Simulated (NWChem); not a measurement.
System: C4H5NO; SMILES C1=COCN=C1

```xyz
11

C      1.3846    -0.1341    -0.1523
C      0.5794    -1.2238     0.0243
O     -0.7438    -1.1183     0.1994
C     -1.2944     0.1708    -0.2340
N     -0.5292     1.3270     0.1412
C      0.7537     1.1554     0.0900
H      2.4713    -0.2452    -0.2570
H      0.9414    -2.2608     0.1273
H     -1.3881     0.1273    -1.3503
H     -2.3063     0.1968     0.2130
H      1.3970     2.0295     0.3155
```
Atoms are numbered in this order, from 1.

Computed with NWChem. The geometry was optimised at PBE-D3(BJ)/def2-SVP.

Task: Order these by “dipole (D)”, lowest first: PBE0/aug-cc-pVDZ; PBE0/cc-pVTZ; PBE0/cc-pVDZ.

Result: PBE0/cc-pVDZ (1.80), PBE0/cc-pVTZ (1.91), PBE0/aug-cc-pVDZ (1.97)
